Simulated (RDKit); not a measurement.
RDKit input (UFF):

```python
from rdkit import Chem
from rdkit.Chem import AllChem, rdDetermineBonds

mol = Chem.MolFromXYZFile('mol.xyz')
rdDetermineBonds.DetermineBonds(mol, charge=-1)
print('SMILES', Chem.MolToSmiles(Chem.RemoveHs(mol)))
ff = AllChem.UFFGetMoleculeForceField(mol)
e0 = ff.CalcEnergy()
flag = ff.Minimize(maxIts=5000, forceTol=1e-5)
print(f'energy {e0:.4f} -> {ff.CalcEnergy():.4f} kcal/mol, converged: {flag == 0}')
print(Chem.MolToXYZBlock(mol))
```
mol.xyz:
```
4

Si    -1.13071627    -0.21437975    -0.19786288
Cl     1.10415170     0.11806772     0.10161408
H     -1.48225327     1.28364396    -0.26245164
H     -1.45829783    -0.28947871     1.30509270
```

Which steric energies does it print, before and after the minimisation?

13.88 and 0.00 kcal/mol. They count from the force field's own zero for this bonding and are no heats of formation.
